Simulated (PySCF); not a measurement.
Predicted microwave data (CAM-B3LYP/def2-SVPD in PySCF (dipole) on a GFN2-xTB geometry, gas phase) for one isomer of C6H6F2:

```
Rotational constants : A = 4577, B = 1268, C = 992.7 MHz
Dipole components    : |μa| = 0.00 D, |μb| = 0.00 D, |μc| = 0.00 D
Inertial defect      : 0.00 u·Å²
κ                    : -0.85
```

Question: Which candidate fits, each taken in the one conformer that was computed?
A. `[CH2:1]=[CH:2]/[C:3]([F:4])=[C:5](\[F:6])[CH:7]=[CH2:8]` with C1–C2–C3–F4 0°, C3–C5–C7–C8 180°
B. `[F:1][C:2]([F:3])=[CH:4][C:5]1=[CH:6][CH2:7][CH2:8]1` with C2–C4–C5–C6 180°
C. `C/C(F)=C1/C=C(F)C1`
D. `FC1=C[C@@H]2[C@H](F)[C@@H]2C1`

Answer: A. It is C=C/C(F)=C(\F)C=C, an asymmetric top, point group C2h. The candidates at the same level (rigid rotor, commonest isotopes):

```csv
SMILES,A (MHz),B (MHz),C (MHz),μa (D),μb (D),μc (D),Δ (u·Å²),point group,rotor
C=C/C(F)=C(\F)C=C,4577,1268,992.7,0.00,0.00,0.00,0.00,C2h,asymmetric top
C/C(F)=C1/C=C(F)C1,5553,1096,925.8,0.56,1.80,0.00,-6.32,Cs,near-prolate asymmetric top
FC1=C[C@@H]2[C@H](F)[C@@H]2C1,3784,1687,1647,1.66,2.35,0.18,-126.32,–,–
FC(F)=CC1=CCC1,5802,1137,962.0,1.38,0.67,0.00,-6.34,Cs,near-prolate asymmetric top
```

`FC1=C[C@@H]2[C@H](F)[C@@H]2C1` has C 66 % too high; `FC(F)=CC1=CCC1` has A 27 % too high; `C/C(F)=C1/C=C(F)C1` has A 21 % too high. No structure here is proved a minimum.
